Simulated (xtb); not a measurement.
methanethiol (CH4S), singlet, geometry from GFN2-xTB. Base run: GFN2-xTB run with xtb 6.7.1.

Geometry (Å):
```xyz
6

C     -0.0593     1.1560     0.0111
S     -0.0429    -0.6653    -0.0070
H      1.2819    -0.7971     0.0023
H     -1.1031     1.4523     0.0056
H      0.4244     1.5175     0.9132
H      0.4388     1.5354    -0.8757
```
Charge 0, spin multiplicity 1.
All else is at xtb's defaults.
Base energy -7.41182 Eh.

The base run was repeated with changes; each row names its change, and settings that it needs were set with it.

```tsv
change	ΔE vs base (kcal/mol)	HOMO-LUMO gap (eV)	dipole (D)	G_solv (kcal/mol)	SCF cycles
base	0.000	4.57	2.34	-	10
etemp = 1000	0.000	4.57	2.34	-	10
gbsa = methanol	-2.93	4.62	2.50	-3.21	10
alpb = water	-0.71	4.65	2.58	-1.55	10
etemp = 3000	-0.003	4.57	2.34	-	10
acc = 0.1	0.000	4.57	2.34	-	12
alpb = benzene	-2.59	4.59	2.42	-2.63	10
etemp = 10000	-5.70	4.74	2.40	-	10
file = coord	0.000	4.57	2.34	-	10
alpb = cs2	-2.34	4.60	2.42	-2.40	10
alpb = ch2cl2	-3.01	4.60	2.45	-3.09	10
```

ALPB and GBSA are two models with their own fitted parameters for each solvent, which aren't always the measured dielectric constant.
